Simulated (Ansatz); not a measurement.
`FC1=CC(F)(F)C1` → `CC#CC(F)(F)F`  (isomerisation)

Program: Ansatz. Geometries: PBE0-D4/def2-TZVP. ΔE: electronic, gas phase. CCSD(T)/CBS adds triple-zeta CCSD(T) − MP2 to the extrapolated MP2 energy (def2 sets, frozen cores). Functionals use def2-TZVPP. B3LYP here is the variant with VWN-RPA as its local correlation; programs differ in this.

(1) Is it downhill or uphill in electronic energy at CCSD(T)/CBS, and by how much? (An estimate is asked.)

(2) What do these levels give: revPBE-D4, B3LYP-D4, CAM-B3LYP-D4, ωB97M-V, revPBE, BLYP, CAM-B3LYP, HF/def2-SVP, CCSD/def2-SVP, CCSD(T)/def2-SVP, MP2/def2-TZVPP, MP2/CBS(def2)? (Estimate.)

Largest T1 diagnostic among the species: 0.012.

Answers

(1) The calculation gave: Nearly level: ΔE = 0.00 eV.

(2) Ansatz gave: revPBE-D4 0.16, B3LYP-D4 -0.06, CAM-B3LYP-D4 -0.01, ωB97M-V 0.06, revPBE 0.05, BLYP -0.18, CAM-B3LYP -0.03, HF/def2-SVP -0.28, CCSD/def2-SVP -0.18, CCSD(T)/def2-SVP -0.17, MP2/def2-TZVPP -0.12, MP2/CBS(def2) -0.08 eV.

The D4 term adds +0.05 eV with B3LYP and +0.02 eV with PBE0; it sums over pairs of atoms, weighted by their polarisabilities, and B3LYP, whose exchange is more repulsive, gets the larger term. In def2-TZVPP, CCSD(T) changes the Hartree–Fock value by +0.14 eV (the triples alone add +0.01 eV) and MP2 by +0.06 eV.
